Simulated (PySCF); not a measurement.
Cartesian coordinates in Å; atom numbers follow the order of the lines, from 1:
```xyz
12

C     2.427   -1.336   -0.683
C     1.436   -0.796   -0.227
Si   -0.058    0.040    0.441
C    -1.607   -0.719   -0.291
P     0.084    2.212   -0.197
H     3.304   -1.814   -1.084
H    -0.047   -0.115    1.928
H    -1.670   -1.787   -0.034
H    -1.596   -0.625   -1.388
H    -2.507   -0.216    0.093
H    -0.901    2.638    0.750
H     1.175    2.491    0.682
```

Geometry: PBE0-D3(BJ)/def2-SVP; GIAO shifts from PySCF 2.14.0 with density-fitted response routines, gas phase, non-relativistic, averaged over equivalent atoms.

At PBE0/aug-cc-pVDZ (186 basis functions, 21 s wall time on 1 thread of an Arm Neoverse V1, shared host):
```csv
atoms,δ (ppm)
C1,94.6
C2,82.2
C4,-0.9
Si3,-37.7
P5,-260.3
H7,5.31
H6,2.40
H11/H12,1.61
H8/H9/H10,0.44
```

Scale: 13C (σ = 195.12 ppm) and 29Si (σ = 416.72 ppm) and 1H (σ = 31.39 ppm) vs TMS; 31P (σ = 372.04 ppm) against H3PO4 (reference shieldings calculated alike).

Q: What do these become at LC-wPBE/pcSseg-2?

A: 
```tsv
atoms	δ at LC-wPBE/pcSseg-2	change
C1	113.7	+19.1
C2	95.4	+13.2
C4	-2.2	-1.3
Si3	-41.8	-4.1
P5	-294.8	-34.5
H7	4.76	-0.55
H6	2.28	-0.12
H11/H12	1.66	+0.05
H8/H9/H10	0.34	-0.10
```

Scale: TMS for 13C (σref 188.30) and 29Si (σref 346.67) and 1H (σref 31.32); 31P (σref 291.91) against H3PO4 (reference shieldings calculated alike).

The largest change is at P5 (phosphorus bonded to Si, 2 H). Cost: 292 basis functions, 78 s wall time on 1 thread of an Arm Neoverse V1, shared host. The order of the carbon signals is the same at both levels.

Experimental scales use liquid or dissolved standards, which lie at an offset from isolated H3PO4.
